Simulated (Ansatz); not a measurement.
## Ligand exchange: CH3Br + C2H6MgO → CH4O + C2H5BrMg

Species: CH3Br `CBr`, singlet; C2H6MgO `C[CH2][Mg][OH]`, singlet; CH4O (methanol) `CO`, singlet; C2H5BrMg `C[CH2][Mg][Br]`, singlet. The partners trade Br for OH: C–Br and Mg–OH bonds give way to C–OH and Mg–Br.

Shapes, held fixed at every level: PBE0-D4/def2-TZVP. Programs: Ansatz 0.2.0. The zero-point and thermal change to 298 K, harmonic and unscaled (PBE0-D4/def2-TZVP), is +6.8 kJ/mol.

| level | kind | ΔH(298 K) (kJ/mol) | less CCSD(T)/def2-TZVPP | CPU time (sum over the molecules) |
| --- | --- | --- | --- | --- |
| HF/def2-TZVPP | Hartree–Fock | -73.6 | -28.2 | – |
| B3LYP-D4/def2-TZVPP | global hybrid | -45.5 | -0.1 | 32 s |
| PBE0-D4/def2-TZVPP | global hybrid | -54.5 | -9.1 | 21 s |
| wB97X-V/def2-TZVPP | range-separated hybrid | -50.6 | -5.2 | 61 s |
| B2PLYP/def2-TZVPP | double hybrid | -44.4 | +1.0 | 37 s |
| MP2/def2-TZVPP | perturbation theory | -38.5 | +6.9 | – |
| CCSD(T)/def2-TZVPP | coupled cluster or CI | -45.4 | 0.0 | 10 min |

The highest level, CCSD(T)/def2-TZVPP, gives ΔH(298 K) = -45.4 kJ/mol; the levels span -73.6 to -38.5. The column of differences is taken from that level and isn't an error. No measured value is set beside it here. Relativity is left out for Br. Outer-core shells of Br, Mg are correlated in most correlated rows, in sets that cover them unevenly. Times are processor times on shared x86 and Arm servers, and rough.
